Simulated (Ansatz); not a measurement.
Total energies of C2H4BN, SMILES `B1C=NC1`.

Cartesian coordinates in Å:
```
B -0.305 -0.760 0.341
C -1.104 0.271 -0.427
N -0.093 1.048 -0.166
C 0.996 0.022 -0.051
H -0.599 -1.343 1.340
H -2.087 0.650 -0.686
H 1.426 -0.157 -1.032
H 1.766 0.268 0.681
```

Charge 0, multiplicity 1. Geometry: relaxed with PBE0-D4/def2-TZVP. Basis def2-TZVPP, Ansatz 0.2.0.

RPA on PBE orbitals: Hartree–Fock energy of these orbitals -157.13264 Eh, correlation -1.01680 Eh (frozen core).

```json
{"functional": "LDA (SPW92)", "energy without D4 (Eh)": "-156.73697", "D4 term (kJ/mol)": "–"}
{"functional": "PBE", "energy without D4 (Eh)": "-157.98837", "D4 term (kJ/mol)": "-12.1"}
{"functional": "revPBE", "energy without D4 (Eh)": "-158.15759", "D4 term (kJ/mol)": "-44.3"}
{"functional": "BLYP", "energy without D4 (Eh)": "-158.13552", "D4 term (kJ/mol)": "-28.1"}
{"functional": "r2SCAN", "energy without D4 (Eh)": "-158.10033", "D4 term (kJ/mol)": "-2.8"}
{"functional": "B97M-V", "energy without D4 (Eh)": "-158.20370", "D4 term (kJ/mol)": "–"}
{"functional": "PBE0", "energy without D4 (Eh)": "-158.00196", "D4 term (kJ/mol)": "-10.0"}
{"functional": "B3LYP", "energy without D4 (Eh)": "-158.20490", "D4 term (kJ/mol)": "-19.6"}
{"functional": "r2SCANh", "energy without D4 (Eh)": "-158.09233", "D4 term (kJ/mol)": "-2.9"}
{"functional": "r2SCAN0", "energy without D4 (Eh)": "-158.08121", "D4 term (kJ/mol)": "-3.2"}
{"functional": "HSE06 (plane-wave form)", "energy without D4 (Eh)": "-157.99282", "D4 term (kJ/mol)": "-9.1"}
{"functional": "BHLYP", "energy without D4 (Eh)": "-158.10007", "D4 term (kJ/mol)": "-13.5"}
{"functional": "CAM-B3LYP", "energy without D4 (Eh)": "-158.10821", "D4 term (kJ/mol)": "-9.9"}
{"functional": "LC-ωPBE", "energy without D4 (Eh)": "-158.08179", "D4 term (kJ/mol)": "–"}
{"functional": "ωB97X-V", "energy without D4 (Eh)": "-158.15168", "D4 term (kJ/mol)": "–"}
{"functional": "ωB97M-V", "energy without D4 (Eh)": "-158.13139", "D4 term (kJ/mol)": "–"}
{"functional": "B2PLYP", "energy without D4 (Eh)": "-158.05761", "D4 term (kJ/mol)": "–"}
{"functional": "PBE-QIDH", "energy without D4 (Eh)": "-157.97362", "D4 term (kJ/mol)": "–"}
```

B3LYP takes the VWN-RPA correlation (the form of Gaussian; ORCA's B3LYP/G). HSE06 is the plane-wave form, built on full-range PBE exchange. The double hybrids freeze the cores in their second-order part.

LC-ωPBE has ω = 0.4 bohr⁻¹.
